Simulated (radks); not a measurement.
Initial-state core-level shifts of the argon ion Ar+ when its valence configuration changes from [Ne] 3s2 3p5. Calculated with a radial shooting solver on a logarithmic mesh with Libxc functionals: non-relativistic Kohn-Sham, PBE, spin-polarised, spherical densities, point nucleus; open shells are filled with parallel spins first. Shifts are changes of the shell-averaged eigenvalues in eV (positive: less bound); the change of the density at the nucleus, which sets a Mossbauer isomer shift, is in e/bohr^3, on a base of 3848.

[
 {"valence": "3s1 3p6", "1s": "-1.203", "2s": "-1.223", "2p": "-1.200", "density at nucleus": "-15.6388"},
 {"valence": "3s1.5 3p5.5", "1s": "-0.604", "2s": "-0.614", "2p": "-0.602", "density at nucleus": "-7.8017"}
]
